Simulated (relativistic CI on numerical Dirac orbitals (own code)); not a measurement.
One change at a time: Sn⁴²⁺

Base calculation: Dirac-Coulomb-Breit CI, orbitals from a KLI potential per configuration, QED by a radiative potential, unscaled Slater integrals.

CI space (outside the closed core 1s2): 2s²2p⁴, 2s2p⁵, 2p⁶, 2p⁵3s, 2p⁵3p, 2p⁵3d, 2s²2p³3s, 2s²2p³3p, 2s²2p³3d, 2s2p⁴3s, 2s2p⁴3p, 2s2p⁴3d, 2s²2p³4s, 2s²2p³4p, 2s²2p³4d, 2s²2p³4f. Levels of other configurations are missing.

Variants: (1) P86 correlation estimate; (2) configuration mixing switched off. Shifts of the energy above 2s²2p⁴ ³P2, in eV, for the lowest level and the first level of each name with at least 55 % of one term (blank where a level changes its place among those of its configuration and J or its character, or is not in the variant):

```
        Level     Base   Δ(1)   Δ(2)
   2s²2p⁴ ³P2     0.00   0.00   0.00
   2s²2p⁴ ¹S0    33.87   0.00  +2.78
   2s²2p⁴ ³P1   236.13   0.00  -0.02
   2s²2p⁴ ¹D2   252.20   0.00  -0.04
   2s2p⁵ ³P°2   471.97  +0.28  +0.16
   2s²2p⁴ ³P0   500.66   0.00  +3.44
   2s2p⁵ ³P°0   715.39  +0.28  +0.16
      2p⁶ ¹S0  1023.65  +0.47  -5.66
 2s²2p³3p ³P0  3937.35  +1.59  +1.39
2s²2p³3d ³P°0  3988.21  +1.22  +1.38
2s²2p³3s ³D°3  4009.22  +1.40  +3.15
2s²2p³3s ¹D°2  4017.38  +1.43  +0.28
2s²2p³3s ³P°0  4039.09  +1.45  +4.42
2s²2p³3s ³P°1  4042.46  +1.43  +3.37
```

At this charge energies of transitions that change n are usually good to better than 1 %, and those within a shell (Δn = 0) to a few per cent.

Ionisation energy from the two ground configurations alone: base 6855.28 eV; P86 correlation estimate 6857.21 eV. The NIST ASD value (semi-empirical) is 6859 eV.

LS names give the leading component of a level, which can be under half, so a name can repeat, a term be missing and a line seem to break the LS rules.
